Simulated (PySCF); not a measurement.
C8H16S.
SMILES with atom numbers: `[CH3:1][CH2:2][CH2:3][C@H:4]1[CH2:5][CH2:6][CH2:7][CH2:8][S:9]1`

Cartesian coordinates in Å at the GFN2-xTB level; atoms count from 1:
```xyz
25
C8H16S angstrom
C      3.8580   -0.0016    0.0849
C      2.4453   -0.5010    0.3570
C      1.4022    0.5739    0.0613
C     -0.0220    0.0933    0.3149
C     -1.0430    1.2187    0.1930
C     -2.4517    0.7741    0.5833
C     -2.9827   -0.3222   -0.3376
C     -2.1153   -1.5679   -0.2841
S     -0.4358   -1.2274   -0.8920
H      4.0802    0.8703    0.6971
H      3.9682    0.2770   -0.9605
H      4.5865   -0.7760    0.3119
H      2.2405   -1.3755   -0.2632
H      2.3617   -0.8048    1.4036
H      1.5939    1.4463    0.6931
H      1.4894    0.8883   -0.9812
H     -0.0884   -0.3670    1.3068
H     -1.0449    1.5859   -0.8360
H     -0.7358    2.0435    0.8422
H     -2.4418    0.4077    1.6139
H     -3.1239    1.6339    0.5419
H     -3.0134    0.0466   -1.3653
H     -4.0012   -0.5872   -0.0416
H     -2.0311   -1.9522    0.7343
H     -2.5059   -2.3523   -0.9310
```

Definitions: NICS(0) = −σiso at the ring centroid; NICS(1) = −σiso and NICS(1)zz = −σzz at ±1 Å along the ring normal z. Level: GIAO PBE0/pcSseg-1 (PySCF, non-relativistic, gas phase) on the GFN2-xTB geometry, one conformer.

Ring bond lengths (Å), with Mayer bond orders in brackets: C4–C5 1.524 (0.98), C5–C6 1.528 (1.05), C6–C7 1.527 (1.04), C7–C8 1.519 (1.02), C8–S9 1.818 (1.00), S9–C4 1.836 (1.00).

Problem. Give the NICS values of each ring in ppm.

Solution. 
```json
{"ring": "C4–C5–C6–C7–C8–S9", "type": "6-membered ring with S; formal bonds all single", "NICS(0)": "-2.8", "NICS(1), two faces": "-2.1 / -2.5", "NICS(1)zz, two faces": "4.7 / 3.4", "rms pucker (Å)": "0.28", "centre to ring atoms, mean (Å)": "1.55"}
```

Problem. What do they say, and how far can they be read as aromaticity?

Solution. 
- C4–C5–C6–C7–C8–S9: mean NICS(1)zz 4.0 ppm, deshielded. C4, C5, C6, C7, C8 have four or more neighbours, and the NICS criterion for π rings isn't applied.

Problem. What is the mean of the two in-plane components of NICS at the first NICS(1) probe listed for ring C4–C5–C6–C7–C8–S9, 1 Å off the ring?

Solution. The isotropic value is a third of the trace: (3 × -2.1 − (4.7))/2 = -5.5 ppm.

Problem. Give the inner angles of the rings and the Hirshfeld charges of the ring atoms.

Solution. 
- C4–C5–C6–C7–C8–S9: C4 109.1° (-0.024 e), C5 112.5° (-0.076 e), C6 112.1° (-0.069 e), C7 111.7° (-0.074 e), C8 111.2° (-0.073 e), S9 97.1° (-0.005 e); sum 653.6° against 720° for a flat convex ring.

Time: 54 s wall. Hardware: an Arm Neoverse V1 with one thread, on a shared host. This is the whole shielding run at PBE0/pcSseg-1, SCF included.
